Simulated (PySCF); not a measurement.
A series of derivatives of N1[SiH2]N[SiH2]N[SiH2]1

Parent skeleton `[NH:1]1[SiH2:2][NH:3][SiH2:4][NH:5][SiH2:6]1`; one hydrogen on atom 1 is replaced by X. Hydrogens on one atom are averaged.

PySCF calculation with σ from GIAO-PBE0/pcSseg-1 and GFN2-xTB geometry; one conformer, averaged over atoms made equivalent by symmetry, fast rotation or ring inversion, in vacuum, non-relativistic.

Shifts are taken against calculated references (same method and geometry level): ¹⁵N (267.73 ppm) against NH3; ²⁹Si (349.16 ppm) and ¹H (31.72 ppm) against TMS.

Parent (X = H): N1 13.1, Si2/Si6 -36.6, N3/N5 13.1, Si4 -36.6, H(Si2)/H(Si6) 5.58, H(Si4) 5.58 ppm. Effects are Δδ = δ(X) − δ(H), positive for deshielding.

(1) Give Δδ (ppm) for X = cPr, COCH3, nPr.

(2) Which position responds most, and to which substituents?

## Answers

(1) 
```csv
X,SMILES,N1,Si2/Si6,N3/N5,Si4,H(Si2)/H(Si6),H(Si4)
cPr,C1CC1N1[SiH2]N[SiH2]N[SiH2]1,+10.9,-2.9,+2.5,+1.8,-0.27,-0.13
COCH3,CC(=O)N1[SiH2]N[SiH2]N[SiH2]1,+116.5,-11.9,+4.5,+0.5,-0.13,-0.10
nPr,CCCN1[SiH2]N[SiH2]N[SiH2]1,+15.0,+1.6,+1.4,-0.3,-0.18,-0.08
```

(2) N1: from +10.9 ppm with cPr to +116.5 ppm with COCH3.

Experimental scales use liquid or dissolved standards, which lie at an offset from isolated NH3 (liquid NH3: subtract about 20 ppm).
